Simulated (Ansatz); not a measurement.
Fe2O2⁺, relaxed as a doublet with UKS PBE0-D4/def2-SVP in Ansatz, starting from the GFN2-xTB geometry. Force threshold 0.02 eV/Å.

The charge 1 doublet is spin-contaminated (final ⟨S²⟩ up to 3.83, 0.75 for a pure state). The structure comes from a short search, and lower isomers may exist.

Start:

```xyz
4

Fe    1.048    0.249   -0.222
Fe   -1.046   -0.249    0.222
O    -0.084    1.020    0.750
O     0.083   -1.020   -0.749
```

```tsv
step	energy (eV)	largest force component (eV/Å)	SCF passes
1	-72831.4758	7.614	362
2	-72832.0549	5.227	110
3	-72832.6299	0.633	117
4	-72832.6409	0.260	197
5	-72832.6423	0.032	193
6	-72832.6423	0.002	98
```

Force components are those of the run's own axes.

End:

```csv
atom,x (Å),y (Å),z (Å)
Fe1,1.2857,0.3054,-0.2728
Fe2,-1.1526,-0.2738,0.2446
O3,-0.1487,0.9891,0.7522
O4,0.0156,-1.0207,-0.7240
```

By distances, no bond broke or formed. The bond that changes most is Fe1–O4, from 1.68 to 1.89 Å (atoms count from 1).

No frequencies were taken in this run, so the end may be a saddle point.

Hardware: 4 threads of AMD EPYC 9R45 on a shared host. Wall time 18 s.
